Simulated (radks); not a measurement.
The numbers below are computed, except where a source is named.
Valence configurations of the rhodium ion Rh+ (all share [Kr]). Level of theory: Dirac Kohn-Sham, BLYP, spin-unpolarised, spherical densities, point nucleus; open shells are shared between the two j in proportion to 2j + 1 (a radial shooting solver on a logarithmic mesh with Libxc functionals). Energies are relative to 4d8; eigenvalues in eV.

valence          E (eV)  e(4d3/2)  e(4d5/2)  e(5p1/2)  e(5p3/2)  e(5s1/2)
4d8               0.000   -13.771   -13.369         -         -         -
4d7.5 5s0.5       1.506   -15.255   -14.837         -         -   -11.561
4d7 5s1           3.455   -16.816   -16.382         -         -   -12.189
4d7.5 5p0.5       3.912   -15.930   -15.510    -7.333    -7.077         -
4d7 5s0.5 5p0.5   5.972   -17.482   -17.046    -7.739    -7.460   -12.631
4d7 5p1           8.533   -18.128   -17.689    -8.076    -7.787         -
4d6 5p2          20.052   -22.607   -22.131    -9.473    -9.115         -
4d5 5s1 5p2      28.451   -26.052   -25.543   -10.261    -9.850   -16.221
4d4 5s2 5p2      39.153   -29.655   -29.111   -11.057   -10.592   -17.427

NIST lists [Kr] 4d8 as the ground configuration; this level of theory agrees among the configurations tried. The energies are those of spherical spin-averaged densities, not of single terms.
